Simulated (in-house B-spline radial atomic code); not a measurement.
Configurations of Si VIII (Si7+), with energies counted from [He] 2s2 (2p1/2)2 (2p3/2)1. Level of theory: Dirac-Hartree-Fock, average of each configuration as written, Fermi nucleus of rms radius 3.1224 fm; calculated with a B-spline radial code for spherical atoms. Energies include first-order Breit, QED and recoil terms.

Occupations are held fixed; configurations that lie above the ionisation limit could autoionise.

```json
{"configuration": "[He] 2s2 (2p1/2)2 (3d3/2)1", "E - E(ref) (eV)": "197.01", "highest orbital": "3d3/2", "its <r> (bohr)": "1.212"}
{"configuration": "[He] 2s2 (2p1/2)1 (2p3/2)1 (4f5/2)1", "E - E(ref) (eV)": "242.42", "highest orbital": "4f5/2", "its <r> (bohr)": "2.24"}
{"configuration": "[He] 2s2 (2p1/2)1 (2p3/2)1 (5g9/2)1", "E - E(ref) (eV)": "262.12", "highest orbital": "5g9/2", "its <r> (bohr)": "3.437"}
{"configuration": "[He] 2s2 (2p3/2)2 (6f7/2)1", "E - E(ref) (eV)": "274.41", "highest orbital": "6f7/2", "its <r> (bohr)": "5.981"}
{"configuration": "[He] 2s2 (2p3/2)2 (6g9/2)1", "E - E(ref) (eV)": "274.46", "highest orbital": "6g9/2", "its <r> (bohr)": "5.499"}
{"configuration": "[He] 2s1 (2p1/2)1 (2p3/2)2 (5g9/2)1", "E - E(ref) (eV)": "298.89", "highest orbital": "5g9/2", "its <r> (bohr)": "3.437"}
```

(1) Order these further configurations by energy, lowest first.
A. [He] 2s2 (2p3/2)2 (3p1/2)1
B. [He] 2s2 (2p1/2)2 4s1
C. [He] 2s1 (2p1/2)1 (2p3/2)3
D. [He] 2s2 (2p1/2)1 (2p3/2)1 5s1
E. [He] 2s2 (2p1/2)1 (2p3/2)2

(2) How far above the reference does [He] 2s1 (2p3/2)3 (6f7/2)1 lie?

(3) How far above the reference does [He] 2s2 (2p3/2)2 (6d5/2)1 lie?

(4) Is the reference the lowest configuration at this level of theory?

Answers

(1) E (-0.9405 eV), C (42.157 eV), A (185.9 eV), B (233.52 eV), D (256.79 eV).

(2) 312.04 eV; its least bound orbital is 6f7/2 with <r> = 5.981 bohr.

(3) 273.87 eV; its least bound orbital is 6d5/2 with <r> = 6.211 bohr.

(4) No: [He] 2s2 (2p1/2)1 (2p3/2)2 lies 0.9405 eV lower. Averages of configurations without correlation can order differently from the measured ground levels.
